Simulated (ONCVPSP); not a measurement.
Tc (Z = 43): one change to an ONCV potential, before and after

Tc, optimised norm-conserving Vanderbilt (ONCV), made with ONCVPSP 4.0.1 (LDA (Perdew-Wang 92), fully relativistic). Core [Ar] 3d10 4s2, reference 4p6 4d5 5s2. Waves: 5s: rc 2.60 bohr, ncon 4, nbas 8, qcut 2.1 1/bohr, 2 projectors, debl 3.9 Ha; 4p: rc 1.20 bohr, ncon 5, nbas 8, qcut 7.7 1/bohr, 3 projectors, debl 3.5 Ha; 4d: rc 2.40 bohr, ncon 4, nbas 9, qcut 8 1/bohr, 1 projector. Local part: polynomial inside 0.90 bohr (lpopt 3, dvloc0 3 Ha). Core correction: Teter function, fcfact 4.25, rcfact 1.75.

Open shells are filled in proportion to 2j + 1.

All-electron outer shells of the reference configuration (LDA (PZ), scalar-relativistic, ld1.x):

```json
{"shell": "4s", "level (eV)": "-73.39", "outermost node (bohr)": "0.50", "outermost maximum (bohr)": "0.95"}
{"shell": "4p", "level (eV)": "-45.40", "outermost node (bohr)": "0.51", "outermost maximum (bohr)": "1.03"}
{"shell": "4d", "level (eV)": "-6.81", "outermost node (bohr)": "0.50", "outermost maximum (bohr)": "1.27"}
{"shell": "5s", "level (eV)": "-5.27", "outermost node (bohr)": "1.28", "outermost maximum (bohr)": "2.72"}
```

Change: all radii but the core radius scaled by about 0.87 (s 2.26, p 1.04, d 2.10 bohr); local potential polynomial inside 0.78 bohr (lpopt 3, dvloc0 3 Ha).

Cutoffs: the cutoffs (Ha) at which the residual kinetic energy of the hardest occupied pseudo-wave falls to 1 and 0.1 mHa per electron; they do not see the model core or the augmentation charge, which bear on the density cutoff. Errors are all-electron minus pseudo energies relative to the spin-unpolarised reference configuration.

Question: What does the change do?

Answer: The potential gets harder (60 Ha and 122 Ha → 88 Ha and 173 Ha); both files keep a bound ghost (p, s); of the 4 tests that both files solve, the error grows in 2 and shrinks in 0 by more than 15 % and 0.3 meV (median size 19.5 → 21.6 meV). A smaller radius makes the pseudo-wave follow the all-electron one further in, where it bends more sharply, so more plane waves are needed.

```csv
quantity,base,changed
"cutoff, loose",60 Ha,88 Ha
"cutoff, tight",122 Ha,173 Ha
loose cutoff by channel,"s 5.8 Ha, p 60 Ha, d 18 Ha","s 4.9 Ha, p 88 Ha, d 20 Ha"
bound ghosts,"s, p3/2, p1/2","s, p3/2, p1/2"
GHOST(+) flags under 300 eV,s at 121.8 eV,s at 102.2 eV
"error for 4p6 4d5 5s1, meV [ΔE 8.42 eV]",-3.3,-3.8
"error for 4p6 4d5 5s0, meV [ΔE 23.62 eV]",-20,-22
"error for 4p6 4d4 5s0, meV [ΔE 52.55 eV]",+41,+53
"error for 4p6 4d5 5s0 5p1, meV [ΔE 13.10 eV]",-19,-21
"rms error of d²Exc/dni dnj with the model core, mHa",2.80,2.78
```

Base: These tests converged, but a pseudo level misses the all-electron one widely, so the file describes the atom poorly there or has found another state: 4p6 4d5 5s0 5p1: empty 5s by 6.2 eV. Changed file: These tests converged, but a pseudo level misses the all-electron one widely, so the file describes the atom poorly there or has found another state: 4p6 4d5 5s0 5p1: empty 5s by 6.2 eV. A true bound ghost makes a file unfit for plane-wave use even where its test errors are small: the radial tests pick states by their node count and pass the ghost by.
